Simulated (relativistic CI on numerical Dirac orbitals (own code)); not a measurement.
# Ni²⁺: 2p photoemission

Computed with this model: Dirac-Coulomb-Breit CI, separate exchange-only KLI orbitals for each configuration, QED by a radiative potential, multiplet model of photoemission in the sudden approximation, unscaled Slater integrals; configurations [Ar] 3d8 → [He] 2s2 2p5 3s2 3p6 3d8; 80 K; Lorentzian 0.5 eV and Gaussian 0.6 eV FWHM. Energies are those of the free ion, without screening or charge transfer. The energies are binding energies and can lie tens of eV above those of solids. S is read from ⟨S²⟩ = S(S + 1).

Field parameters in Wybourne normalisation: D3d B²₀ = −7Dσ, B⁴₀ = −14Dq − 21Dτ, B⁴₃ = −14√(10/7) Dq; D4h B²₀ = −7Ds, B⁴₀ = 21(Dq − Dt), B⁴₄ = 21√(5/14) Dq; Td as Oh with Dq negative (B⁴₀ = 21Dq, B⁴₄ = √(5/14) B⁴₀). The field is a parameter set, without covalency.

Peaks in eV (height, largest 100): 887.9 (100), 889.3 (80), 890.4 (58), 893.7 (25), 895.8 (7), 906.3 (35), 907.8 (69), 910.5 (9).

Question: Which surroundings give this spectrum?
A. free ion
B. Td, 10Dq = -6500 cm⁻¹
C. D3d, 10Dq = 11350, Dσ = 560, Dτ = -180 cm⁻¹
D. D3d, 10Dq = 5900, Dσ = -570, Dτ = -40 cm⁻¹

Answer: D. D3d, 10Dq = 5900, Dσ = -570, Dτ = -40 cm⁻¹, where the ground state has S = 1.00.
